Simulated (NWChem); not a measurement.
# ZnCl2; SMILES [Cl][Zn][Cl]

```xyz
3

Zn     0.0000     0.0000    -0.1145
Cl     2.0970     0.0000    -0.1146
Cl    -2.0970     0.0000    -0.1146
```
Atoms are numbered in this order, from 1.

All runs use the structure optimised with PBE0/def2-SVP.

Task: List the 4 lowest vertical singlet excitations from Hartree-Fock/def2-SVP, CIS (NWChem).

Result: 
```csv
state,energy (eV),oscillator strength,leading excitation (squared amplitude)
S1,7.40,0.000,HOMO → LUMO (0.90)
S2,7.40,0.000,HOMO−1 → LUMO (0.90)
S3,7.91,0.061,HOMO−2 → LUMO (0.91)
S4,7.91,0.061,HOMO−3 → LUMO (0.91)
```
